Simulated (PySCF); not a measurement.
Compound: C5H6NP.
Geometry (GFN2-xTB, Å), atoms numbered from 1 in this order:
```
atom  x, y, z in Å
C1     1.9732   -0.5655   -0.2899
C2     0.5642   -0.1069   -0.0550
C3     0.3408    1.0910    0.6103
P4    -1.2223    1.7488    0.9549
C5    -2.1921    0.4962    0.2456
C6    -1.6604   -0.6187   -0.3690
N7    -0.3813   -0.9122   -0.5175
H8     2.5180    0.1706   -0.8785
H9     2.4925   -0.6907    0.6587
H10    1.9618   -1.5127   -0.8206
H11    1.2026    1.6586    0.9403
H12   -3.2680    0.6024    0.2927
H13   -2.3333   -1.3603   -0.7898
```

NICS is the negative of the GIAO shielding at a point without a nucleus: at the ring centre (0) and 1 Å above and below it (1); zz is the component along the ring normal. Level: GIAO PBE0/pcSseg-1 (PySCF, non-relativistic, gas phase) on the GFN2-xTB geometry, one conformer.

Ring bond lengths (Å), with Mayer bond orders in brackets: C2–C3 1.388 (1.34), C3–P4 1.731 (1.35), P4–C5 1.736 (1.30), C5–C6 1.380 (1.42), C6–N7 1.321 (1.49), N7–C2 1.325 (1.50).

Problem. What do the NICS probes read (ppm)?

Solution. 
```json
{"ring": "C2–C3–P4–C5–C6–N7", "type": "6-membered ring with N and P; formal bonds all aromatic", "NICS(0)": "-5.8", "NICS(1), two faces": "-10.3 / -10.2", "NICS(1)zz, two faces": "-25.4 / -25.4", "rms pucker (Å)": "0.00", "centre to ring atoms, mean (Å)": "1.47"}
```

Problem. What can be read from them?

Solution. 
- C2–C3–P4–C5–C6–N7: mean NICS(1)zz -25.4 ppm, shielded.

Problem. What does the geometric index give? Use HOMA with the parameters of Krygowski (1993).

Solution. 
- C2–C3–P4–C5–C6–N7: HOMA 0.94; the largest term is that of P4–C5, α(R − Ropt)² = 0.17.

Problem. What is the mean of the two in-plane components of NICS at the first NICS(1) probe listed for ring C2–C3–P4–C5–C6–N7, 1 Å off the ring?

Solution. The isotropic value is a third of the trace: (3 × -10.3 − (-25.4))/2 = -2.8 ppm.

Problem. Give the inner angles of the rings and the Hirshfeld charges of the ring atoms.

Solution. 
- C2–C3–P4–C5–C6–N7: C2 125.2° (+0.078 e), C3 124.7° (-0.118 e), P4 98.6° (+0.124 e), C5 123.4° (-0.118 e), C6 127.1° (+0.020 e), N7 121.1° (-0.154 e); sum 720.0° against 720° for a flat convex ring.
